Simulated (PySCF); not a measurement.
Compound: BH6O2PSi.
Atom-mapped SMILES: `[OH:1][B:2]([PH2:3])[O:4][SiH3:5]` (hydrogens: H6 on O1; H7, H8 on P3; H9, H10, H11 on Si5)

A GFN2-xTB structure was refined with PBE0-D3(BJ)/def2-SVP geometry optimisation, gas phase in PySCF 2.14.0. Its GFN2-xTB values:

```
coordinate  GFN2-xTB
     O1–B2   1.349 Å
     O1–H6   0.957 Å
     B2–P3   1.940 Å
     B2–O4   1.326 Å
     P3–H7   1.379 Å
    O4–Si5   1.626 Å
    Si5–H9   1.462 Å
  O1–B2–P3    122.6°
  O1–B2–O4    119.9°
 B2–O4–Si5    146.3°
  P3–B2–O4    117.4°
```

Task: How do these coordinates change at the PBE0-D3(BJ)/def2-SVP level?

Result: 
```json
{"coordinate": "O4–Si5", "PBE0-D3(BJ)/def2-SVP (Å or °)": "1.683", "change": "+0.057"}
{"coordinate": "P3–H7", "PBE0-D3(BJ)/def2-SVP (Å or °)": "1.424", "change": "+0.045"}
{"coordinate": "B2–O4", "PBE0-D3(BJ)/def2-SVP (Å or °)": "1.356", "change": "+0.030"}
{"coordinate": "Si5–H9", "PBE0-D3(BJ)/def2-SVP (Å or °)": "1.491", "change": "+0.029"}
{"coordinate": "O1–B2", "PBE0-D3(BJ)/def2-SVP (Å or °)": "1.362", "change": "+0.013"}
{"coordinate": "B2–P3", "PBE0-D3(BJ)/def2-SVP (Å or °)": "1.945", "change": "+0.005"}
{"coordinate": "O1–H6", "PBE0-D3(BJ)/def2-SVP (Å or °)": "0.961", "change": "+0.004"}
{"coordinate": "B2–O4–Si5", "PBE0-D3(BJ)/def2-SVP (Å or °)": "129.1", "change": "-17.2"}
{"coordinate": "O1–B2–O4", "PBE0-D3(BJ)/def2-SVP (Å or °)": "118.0", "change": "-1.9"}
{"coordinate": "O1–B2–P3", "PBE0-D3(BJ)/def2-SVP (Å or °)": "124.2", "change": "+1.6"}
{"coordinate": "P3–B2–O4", "PBE0-D3(BJ)/def2-SVP (Å or °)": "117.7", "change": "+0.3"}
```

The energy falls by 0.228 eV over 16 energy and gradient evaluations, the largest force component goes from 0.0213 to 2.6e-04 Eh/bohr, and the atoms move by 0.498 Å rms after alignment. The bond that changes most is O4–Si5 (boron-bound oxygen to oxygen-bound silicon), which lengthens by 0.057 Å. Bonds longer at the end by more than 0.005 Å: 8 of 10; shorter: 0. Among the dihedrals that turn most is B2–O4–Si5–H9, from 22° to 61°. Rotational constants go from 6313, 1496, 1237 to 7077, 1462, 1240 MHz.

The run used 108 basis functions and 109 SCF cycles in all.

No frequency check. The numbers are those of one conformer.
